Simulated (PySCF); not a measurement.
Correlation energy of Mn³⁺ (manganese, charge +3)

[Ar] 3d4, high-spin 5D determinant. Calculation: PySCF 2.14, in x2c-TZVPPall; the spin-free X2C one-electron Hamiltonian (Gaussian nucleus). Frozen: [Ne]; 12 electrons correlated.

MP2 pair energies summed by pair of shells (mhartree):

```tsv
pair	energy	share (%)
3p-3d	-139.68	42.7
3p-3p	-88.73	27.1
3d-3d	-37.97	11.6
3s-3p	-32.28	9.9
3s-3d	-23.33	7.1
3s-3s	-4.92	1.5
```

Total MP2 correlation energy: -326.92 mhartree.

Same-spin part -107.69 and opposite-spin part -219.23 mhartree; SCS-MP2 scales them by 1/3 and 6/5 to -298.97 mhartree.

This basis was not built for core-valence correlation, so the inner-shell part is incomplete.
